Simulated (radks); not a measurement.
Problem. Radial electron density D(r) = 4 pi r^2 rho(r) of an atom or ion with 1 electrons. Calculated with a radial shooting solver on a logarithmic mesh with Libxc functionals: scalar-relativistic Kohn-Sham, BLYP, spin-polarised, spherical densities, point nucleus.

```
   r/bohr * D(r) (the largest magnitude, 31.5, reaches the edge; | marks zero)
 0.001406 |  *
 0.001637 |   *
  0.00189 |    *
   0.0022 |      *
 0.002562 |        *
 0.002982 |          *
 0.003444 |             *
 0.004009 |                *
 0.004668 |                    *
  0.00539 |                        *
 0.006275 |                             *
 0.007306 |                                  *
 0.008437 |                                       *
 0.009822 |                                            *
  0.01143 |                                                 *
  0.01331 |                                                    *
  0.01537 |                                                      *
   0.0179 |                                                      *
  0.02083 |                                                   *
  0.02406 |                                              *
  0.02801 |                                       *
  0.03261 |                              *
  0.03766 |                      *
  0.04384 |              *
  0.05104 |        *
  0.05942 |    *
  0.06862 | *
  0.07989 |*
    0.093 *
```

What is the nuclear charge?

Solution. Z = 56. The innermost maximum, from 1s, lies near gamma/Z bohr with gamma = sqrt(1 - (Z/c)^2) = 0.913, here 0.0163 bohr (found: 0.0163), and its height grows with Z. The density is that of the barium ion Ba55+ in 1s1; the configuration itself is not fixed sharply by these data, and Z only to a few units. D(r) has 1 maximum, at r = 0.0163 bohr.
